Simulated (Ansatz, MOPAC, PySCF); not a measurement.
Breaking a bond: AlMg (anion, charge -1), lowest singlet found (which spin is the ground state isn't settled by this scan).

Methods: UKS-PBE = unrestricted PBE/aug-cc-pVDZ (Ansatz, a program for electronic structure); RMP2/3-21G = PySCF with restricted MP2 (frozen core)/3-21G; AM1, restricted, heats of formation (MOPAC); UKS-B3LYP/6-31G* = PySCF with unrestricted B3LYP/6-31G*, spherical d.

Energies are in kcal/mol, each relative to the lowest point of its own curve between 2.38 and 2.86 Å, where full CI is lowest.

| R / Å | UKS-PBE | RMP2/3-21G | AM1 | UKS-B3LYP/6-31G* |
|---|---|---|---|---|
| 1.88 | 72.3 | ___ | ___ | 70.4 |
| 2.03 | 41.2 | ___ | 25.4 | 40.2 |
| 2.16 | 23.7 | ___ | 23.0 | 23.1 |
| 2.27 | 13.8 | 16.7 | 17.1 | 13.5 |
| 2.38 | 7.3 | 8.9 | ___ | 7.2 |
| 2.49 | 3.2 | 4.1 | 5.0 | 3.2 |
| 2.55 | 1.8 | 2.3 | 2.9 | 1.9 |
| 2.66 | 0.4 | 0.5 | 0.5 | 0.4 |
| 2.74 | 0.0 | 0.0 | 0.0 | 0.0 |
| 2.86 | ___ | 0.1 | 0.8 | 0.1 |

**Question.** What belongs in the gaps?

**Answer.** 
- 1.88, RMP2/3-21G: 82.8
- 1.88, AM1: 18.4
- 2.03, RMP2/3-21G: 48.2
- 2.16, RMP2/3-21G: 28.2
- 2.38, AM1: 10.5
- 2.86, UKS-PBE: 0.2

The scan ran from 1.88 to 8.84 Å; beyond the distances shown full CI changes its symmetry label. The unrestricted determinant behind UKS-PBE, UKS-B3LYP/6-31G* is spin-contaminated at 1.88 to 2.86 Å (<S²> up to 1.0, against 0.00 for a pure singlet). Where the anion isn't bound against loss of the electron, the finite basis alone holds it. The restricted form behind RMP2/3-21G, AM1 keeps the bonding electrons paired and can't separate into open-shell fragments.
